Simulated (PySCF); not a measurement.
Al(Cl)(I)(OMe) (CH₃AlClIO), SMILES [O]([Al]([Cl])[I])C.

Geometry: B3LYP-D3(BJ)/def2-SVP. The structure was generated by enumeration; whether it is a known compound was not checked. The def2 effective core potentials stand for the cores of I; spin–orbit coupling is left out. Other conformers were not sampled.

Level of theory: PySCF with r2SCAN/def2-TZVP.

Gas-phase values at a fixed geometry.

total energy: -1115.72245 hartree
point group: Cs
highest occupied level: -7.14 eV
lowest empty level: -1.65 eV
orbital gap: 5.49 eV
dipole moment: 0.362 e·Å
quadrupole, principal values (traceless, Buckingham form, about the centre of nuclear charge): -6.87, 3.16, 3.71 D·Å
mean static polarisability: 83.0 bohr³ (12.30 Å³)
polarisability, principal values: 63.7, 87.2, 98.1 bohr³
